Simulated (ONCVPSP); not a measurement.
# Plane-wave convergence, ONCV potential for bromine

```
Element                 : bromine (Br)
Generator               : ONCVPSP 4.0.1
Type                    : optimised norm-conserving Vanderbilt (ONCV)
Functional              : LDA (Perdew-Zunger)
Relativity              : fully relativistic
Frozen core             : [Ne]
Valence charge          : 25
Reference configuration : 3s2 3p6 3d10 4s2 4p5
Partial waves           : 3s+4s: rc 0.95 bohr, ncon 4, nbas 7, qcut 11.1 1/bohr, 2 projectors; 3p+4p: rc 0.80 bohr, ncon 3, nbas 6, qcut 19.5 1/bohr, 2 projectors; 3d: rc 0.60 bohr, ncon 4, nbas 8, qcut 24.3 1/bohr, 2 projectors, debl 3.3 Ha
Local potential         : polynomial inside 0.45 bohr (lpopt 5, dvloc0 1 Ha)
Core correction         : polynomial model core, fcfact 0.45
```

Open shells are filled in proportion to 2j + 1.

Problem. For each optimised wave give the share of its norm inside rc, the residual kinetic energy above qcut (Ha) and the cutoffs (Ha) for errors of 10, 1, 0.1 and 0.01 mHa per electron.

Solution.

```json
{"wave": "3s", "norm inside rc": "0.958", "residual KE": "1.0e-04", "10 mHa": "31.1", "1 mHa": "50.1", "0.1 mHa": "63.3", "0.01 mHa": "140.1"}
{"wave": "4s", "norm inside rc": "0.083", "residual KE": "2.2e-04", "10 mHa": "21.0", "1 mHa": "51.9", "0.1 mHa": "85.6", "0.01 mHa": "175.6"}
{"wave": "3p j=3/2", "norm inside rc": "0.855", "residual KE": "6.9e-08", "10 mHa": "58.7", "1 mHa": "72.2", "0.1 mHa": "126.6", "0.01 mHa": "152.0"}
{"wave": "4p j=3/2", "norm inside rc": "0.034", "residual KE": "1.2e-08", "10 mHa": "45.6", "1 mHa": "60.6", "0.1 mHa": "76.0", "0.01 mHa": "133.7"}
{"wave": "3p j=1/2", "norm inside rc": "0.866", "residual KE": "6.2e-08", "10 mHa": "61.5", "1 mHa": "75.1", "0.1 mHa": "120.2", "0.01 mHa": "149.7"}
{"wave": "4p j=1/2", "norm inside rc": "0.035", "residual KE": "1.2e-08", "10 mHa": "48.1", "1 mHa": "64.0", "0.1 mHa": "77.8", "0.01 mHa": "130.1"}
{"wave": "3d j=5/2", "norm inside rc": "0.593", "residual KE": "2.7e-05", "10 mHa": "214.1", "1 mHa": "249.4", "0.1 mHa": "277.4", "0.01 mHa": "470.0"}
{"wave": "d projector 2 j=5/2", "norm inside rc": "0.045", "residual KE": "5.0e-06", "10 mHa": "173.9", "1 mHa": "221.8", "0.1 mHa": "258.2", "0.01 mHa": "286.6"}
{"wave": "3d j=3/2", "norm inside rc": "0.598", "residual KE": "2.9e-05", "10 mHa": "214.7", "1 mHa": "250.0", "0.1 mHa": "277.9", "0.01 mHa": "475.9"}
{"wave": "d projector 2 j=3/2", "norm inside rc": "0.045", "residual KE": "5.2e-06", "10 mHa": "174.7", "1 mHa": "222.4", "0.1 mHa": "258.8", "0.01 mHa": "287.1"}
```

The occupied waves need 250 Ha and 278 Ha for 1 and 0.1 mHa.
